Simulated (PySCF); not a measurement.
**K (potassium, neutral) across methods**

[Ar] 4p1, 2P determinant (an excited configuration). All numbers are calculated (PySCF 2.14, the spin-free X2C one-electron Hamiltonian (Gaussian nucleus), in dyall-v3z).

```csv
method,E (hartree),mean ε 3p α (eV),mean ε 3p β (eV),mean ε 4p α (eV),Σ⟨r²⟩ (bohr²),⟨S²⟩
LDA,-600.438,-20.203,-20.173,-1.603,67.82,0.750
r2SCAN0,-602.142,-22.636,-22.608,-1.886,69.70,0.750
UHF,-601.41216,-27.438,-27.391,-2.604,77.23,0.750
PBE,-601.977,-20.120,-20.088,-1.652,67.63,0.750
BHandHLYP,-602.188,-24.113,-24.074,-2.103,70.79,0.750
r2SCAN,-602.147,-20.786,-20.767,-1.605,68.74,0.750
PBE0,-602.016,-22.215,-22.180,-1.960,69.04,0.750
PW91,-602.185,-20.182,-20.150,-1.660,67.62,0.750
```
